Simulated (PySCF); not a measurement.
**Field gradients at the hydrogen positions**

C5H12Si.
Structure used (PBE0-D3(BJ)/def2-SVP), in Å, numbered top down from 1:
```xyz
18
C5H12Si angstrom
C     -2.371    0.360    0.778
C     -1.157    0.092   -0.098
C      0.090    0.847    0.352
C      1.306    0.561   -0.503
C      2.009   -0.799   -0.345
Si     3.058    0.665    0.134
H     -2.183    0.060    1.822
H     -3.256   -0.193    0.428
H     -2.630    1.431    0.786
H     -1.383    0.365   -1.144
H     -0.937   -0.990   -0.113
H      0.308    0.589    1.405
H     -0.115    1.932    0.349
H      1.180    0.867   -1.551
H      1.631   -1.441    0.459
H      2.238   -1.359   -1.259
H      4.146    1.113   -0.771
H      3.282    0.931    1.578
```

Level: PBE0/pcSseg-1 (PySCF, non-relativistic); Q(2H) = 0.00286 b; rigid geometry, the same for H and D, with no vibrational averaging.

**Question.** Rank these positions by the coupling χzz of a deuteron there, largest first.
A. H14 (methine hydrogen)
B. H16 (methylene hydrogen)
C. H18 (Si–H hydrogen)
D. H9 (methyl hydrogen)
E. H11 (methylene hydrogen)

**Answer.** B (208 kHz), A (201 kHz), D (195 kHz), E (191 kHz), C (100 kHz).

**Question.** What are Vzz, η and χzz (234.96 MHz × Q × Vzz) at all hydrogens?

**Answer.** 
```
atom  bonded to  bond length (Å)  Vzz (au)     η  χzz (kHz)
  H7         C1            1.102    0.2899  0.02        195
  H8         C1            1.101    0.2933  0.02        197
  H9         C1            1.102    0.2901  0.02        195
 H10         C2            1.104    0.2835  0.03        191
 H11         C2            1.104    0.2836  0.02        191
 H12         C3            1.106    0.2796  0.04        188
 H13         C3            1.104    0.2840  0.02        191
 H14         C4            1.099    0.2991  0.10        201
 H15         C5            1.097    0.3065  0.08        206
 H16         C5            1.095    0.3096  0.08        208
 H17        Si6            1.485    0.1481  0.07        100
 H18        Si6            1.485    0.1481  0.07        100
```

**Question.** Average by the element that carries the hydrogen.

**Answer.** on C: 196 kHz over 10 positions, mean bond length 1.101 Å; on Si: 100 kHz over 2 positions, mean bond length 1.485 Å.

**Question.** How does χzz go with the bond length over the 10 C–H bonds?

**Answer.** A straight-line fit has a slope of -20.1 kHz for each 0.01 Å, with a correlation coefficient of -1.00, over lengths from 1.095 to 1.106 Å. The longer bonds have the smaller couplings here.

**Question.** A static deuteron (I = 1) shows a doublet split by (3/2)χ, (3/4)χ(1 + η) and (3/4)χ(1 − η) with the field along z, y and x of the gradient. What are these for H14?

**Answer.** With |χ| = 201.0 kHz and η = 0.099: 302, 166 and 136 kHz, to first order and without motion.

Geometry: PBE0-D3(BJ)/def2-SVP, one conformer, isolated molecule. These gradients aren't converged with respect to the basis.

These values come from a run that also computed NMR shieldings. Hardware: Intel Xeon at 2.50 GHz, one thread, no GPU (shared host). Cost: 65 s wall, 58 s CPU, 0.81 GiB resident at most.
